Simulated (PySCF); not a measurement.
HI₂InO, SMILES [I][In]([OH])[I].

The structure is a stationary point at PBE-D3(BJ)/def2-SVP. The structure was generated by enumeration; whether it is a known compound was not checked. The def2 effective core potentials stand for the cores of I, In; spin–orbit coupling is left out. The values are those of a single conformer.

Two levels are set side by side: PBE/def2-TZVP (PySCF) and M06-2X/def2-TZVP (PySCF). Same geometry, gas phase. Differences are taken from unrounded values.

```tsv
quantity	PBE
orbital gap (eV)	3.02
highest occupied level (eV)	-6.76
lowest empty level (eV)	-3.74
dipole moment (D)	1.04
mean polarisability (bohr³)	115.0
```

Problem. These are the PBE values. What does M06-2X give? (Estimate from the structure and the level; the computed values follow.)

Solution. 
```tsv
quantity	M06-2X	PBE minus M06-2X
orbital gap (eV)	6.87	-3.85
highest occupied level (eV)	-9.07	2.30
lowest empty level (eV)	-2.20	-1.54
dipole moment (D)	1.18	-0.14
mean polarisability (bohr³)	106.2	8.8
```

Without exact exchange PBE keeps part of each electron's self-repulsion, which lifts occupied levels and narrows the gap. PBE's more diffuse valence density responds more strongly to a field. Differences between two approximate levels are no errors against the true value.

Rough cost on one machine, each run with all the roots and properties that it gave: M06-2X against PBE about 3 times.
